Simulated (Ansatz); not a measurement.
A run for Ansatz (an electronic-structure program): R-wB97X-V/def2-TZVPPD on BBrH5N (a complex). Files ending in .json are basis or fitting sets from the Basis Set Exchange.

Ansatz 0.2 input:
```yaml
crystal:
  periodic: [false, false, false]
  atoms:
    - {symbol: B, position_ang: [-0.50137008, -0.65926087, 2.17377004]}
    - {symbol: Br, position_ang: [0.68957657, 0.74433087, 1.27651766]}
    - {symbol: H, position_ang: [-0.02900215, -1.75213082, 2.06341023]}
    - {symbol: H, position_ang: [-1.64117787, -0.52908528, 1.83677519]}
    - {symbol: N, position_ang: [-0.42133498, -0.26168957, 3.75008473]}
    - {symbol: H, position_ang: [-0.98012920, -0.89287504, 4.32135206]}
    - {symbol: H, position_ang: [0.54361006, -0.29548848, 4.07226245]}
    - {symbol: H, position_ang: [-0.75554034, 0.68953921, 3.88982541]}
basis:
  gaussian:
    orbitals: def2-TZVPPD.json
hamiltonian:
  xc: {name: wB97X-V}
scf: {lower_state_search: off}
```

Task: Predict the final total energy.

Result: -2656.5969 hartree.

Task: How many basis functions does it have, and what does it roughly cost on one machine?

Result: 216 functions; very roughly 16 core-seconds.
